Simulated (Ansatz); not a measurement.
Ansatz (a program for electronic structure) input (B3LYP/LANL2DZ): The .json file is the Basis Set Exchange's LANL2DZ.

Ansatz 0.2 input:
```yaml
crystal:
  periodic: [false, false, false]
  atoms:
    - {symbol: W, position_ang: [0.03710101, 0.05296509, 0.04995165]}
    - {symbol: O, position_ang: [1.51758210, -0.55095755, -0.55741779]}
    - {symbol: O, position_ang: [-0.51686346, -0.91891025, 1.34379327]}
    - {symbol: F, position_ang: [-1.19458044, 0.87105840, -1.10971402]}
basis:
  gaussian:
    orbitals: LANL2DZ.json
hamiltonian:
  xc: {name: B3LYP}
magnetization: {spin_polarized: true, initial_magnetization: 1}
relax: {f_tol: 0.003, max_steps: 120}
```

**Question.** Predict the final energy.

**Answer.** -318.21726 Eh.
